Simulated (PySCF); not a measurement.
A PySCF script (with the pyscf-properties extension) for the NMR shieldings of SMILES C=C[C@@H]1CC[C@H](B(O)O)C1, C$_{7}$H$_{13}$BO$_{2}$, on a PBE0-D3(BJ)/def2-SVP geometry:

```python
import basis_set_exchange as bse
import numpy as np
from pyscf import gto, dft
from pyscf.prop import nmr

atoms = """
C     3.647714    0.758146   -0.530373
C     2.377533    0.689804   -0.931982
C     1.287907   -0.069251   -0.250112
C     0.645481   -1.169199   -1.122678
C    -0.829186   -1.271355   -0.671749
C    -0.999421   -0.262075    0.478195
B    -2.418416    0.400979    0.626709
O    -2.837395    0.768786    1.874331
O    -3.151977    0.622913   -0.504807
C     0.085543    0.783285    0.173867
H     4.395029    1.334598   -1.081936
H     3.986368    0.236285    0.370824
H     2.077958    1.226907   -1.843166
H     1.700625   -0.536047    0.661407
H     0.707601   -0.884529   -2.185848
H     1.194468   -2.117649   -1.026254
H    -1.105932   -2.290434   -0.361418
H    -1.500641   -1.005364   -1.502087
H    -0.731247   -0.741679    1.435422
H    -3.691902    1.209051    1.907527
H    -3.990707    1.073937   -0.372597
H     0.311251    1.447549    1.022001
H    -0.228532    1.422178   -0.672373
"""
names = dict.fromkeys(["C", "B", "O", "H"], "pcSseg-1")
basis = {el: gto.basis.parse(bse.get_basis(n, elements=[el], fmt="nwchem")) for el, n in names.items()}
mol = gto.M(atom=atoms, basis=basis, charge=0, verbose=0)
mf = dft.RKS(mol, xc="PBE0")
mf.grids.level = 2
mf.grids.alignment = dft.numint.BLKSIZE   # the property module wants whole blocks of grid points
mf.conv_tol = 1e-9
mf.kernel()

calc = nmr.RKS(mf)   # GIAO
C = mf.mo_coeff
Co = C[:, mf.mo_occ > 0]
resp = mf.gen_response(singlet=True, hermi=2)
def vind(x):   # induced exchange potential for any number of trial vectors
    d = np.einsum("pi,xij,qj->xpq", C, 2 * x.reshape(-1, C.shape[1], Co.shape[1]), Co, optimize=True)
    return np.einsum("xpq,pi,qj->xij", resp(d - d.transpose(0, 2, 1)), C, Co, optimize=True).ravel()
mo1, _ = nmr.rhf.solve_mo1(calc, with_cphf=vind)
sigma = calc.kernel(mo1)
for i, s in enumerate(sigma):   # ppm
    w = np.linalg.eigvalsh((s + s.T) / 2)
    print("%2d %-2s iso %8.1f  s11 %8.1f  s22 %8.1f  s33 %8.1f" % (i, mol.atom_pure_symbol(i), w.mean(), *w))
```

Question: What does it print?

Answer: 
```
 0 C  iso     63.7  s11    -49.3  s22     87.0  s33    153.4
 1 C  iso     31.3  s11    -90.9  s22     44.9  s33    139.8
 2 C  iso    131.5  s11    108.1  s22    130.2  s33    156.3
 3 C  iso    149.8  s11    117.3  s22    156.6  s33    175.4
 4 C  iso    155.5  s11    124.2  s22    166.7  s33    175.7
 5 C  iso    155.8  s11    133.8  s22    164.8  s33    168.8
 6 B  iso     69.5  s11     46.5  s22     70.1  s33     91.8
 7 O  iso    210.7  s11    124.7  s22    247.0  s33    260.3
 8 O  iso    216.0  s11    129.9  s22    253.0  s33    265.2
 9 C  iso    142.1  s11    114.1  s22    148.0  s33    164.1
10 H  iso     26.1  s11     22.9  s22     24.9  s33     30.6
11 H  iso     26.0  s11     22.3  s22     25.0  s33     30.6
12 H  iso     25.4  s11     22.6  s22     24.3  s33     29.5
13 H  iso     29.1  s11     26.3  s22     26.7  s33     34.3
14 H  iso     30.0  s11     25.1  s22     29.1  s33     35.8
15 H  iso     29.5  s11     24.9  s22     27.9  s33     35.9
16 H  iso     29.7  s11     24.5  s22     27.9  s33     36.7
17 H  iso     29.4  s11     23.7  s22     29.1  s33     35.4
18 H  iso     30.1  s11     26.4  s22     28.0  s33     36.0
19 H  iso     28.4  s11     22.8  s22     23.4  s33     39.0
20 H  iso     28.6  s11     23.1  s22     23.4  s33     39.2
21 H  iso     29.7  s11     24.9  s22     28.9  s33     35.3
22 H  iso     30.3  s11     25.7  s22     30.5  s33     34.6
```

These numbers come from an equivalent density-fitted implementation of the same equations, which agrees with the script to about 0.01 ppm for H and up to a few tenths of a ppm for heavy atoms, so last digits may differ.

Question: Turn these shieldings into chemical shifts. Shifts are taken against calculated references (same method and geometry level): 13C (σref 184.41), 1H (σref 31.27) against TMS; 11B (σref 100.73) against BF3·OEt2; 17O (σref 334.56) against H2O.

Answer: Averaging equivalent atoms: C 1: 153.1; C 0: 120.7; C 2: 52.9; C 9: 42.4; C 3: 34.6; C 4: 28.9; C 5: 28.6; B 6: 31.2; O 7/8: 121.2; H 12: 5.83; H 11: 5.29; H 10: 5.13; H 19/20: 2.77; H 13: 2.17; H 17: 1.87; H 15: 1.72; H 16: 1.58; H 21: 1.57; H 14: 1.27; H 18: 1.15; H 22: 0.99 ppm. Experimental scales use liquid or dissolved standards, which lie at an offset from isolated H2O (liquid H2O: subtract about 36 ppm).

Size and cost of the density-fitted run: 235 basis functions, 42 s wall time on 1 thread of an Arm Neoverse V2, shared host.
